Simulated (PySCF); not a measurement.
## How the method changes the constants of CaPb⁺

State: ²Π (doublet), unpaired electrons π ↑. Set-up: Ca def2-SVPD, Pb def2-SVPD with ECP60; scalar-relativistic core potentials (PySCF 2.14). De refers to Ca⁺ + Pb in their high-spin ground configurations, without counterpoise correction. The functionals are run spin-unrestricted. A positive dipole points towards Pb; it is taken about the centre of mass and depends on that origin.

```tsv
Level	Re (Å)	ωe (cm⁻¹)	De (eV)	μ (D)
ROHF	3.413	130	n/a	-12.40
ROHF-MP2	3.374	136	n/a	n/a
ROHF-SCS-MP2	3.406	130	n/a	n/a
PBE	3.262	150	n/a	-10.31
r²SCAN	3.260	150	n/a	-11.06
TPSSh	3.254	152	n/a	-11.18
r²SCANh	3.268	146	n/a	-11.12
PBE0	3.266	147	n/a	-10.98
B97-3	3.313	138	n/a	-10.36
ωB97X	3.240	154	n/a	-11.86
```

The bond length runs from 3.240 Å (ωB97X) to 3.413 Å (ROHF).

Correlated steps freeze 9 core orbitals. Spin–orbit coupling is left out, which matters for elements this heavy, above all for dissociation energies. The state was picked by a PBE0 search and need not be the measured ground state.

The whole job (state search and all levels along the bond) took about 3.5 min on 1 thread of Arm Neoverse V1 (shared host), peak memory 0.9 GiB.
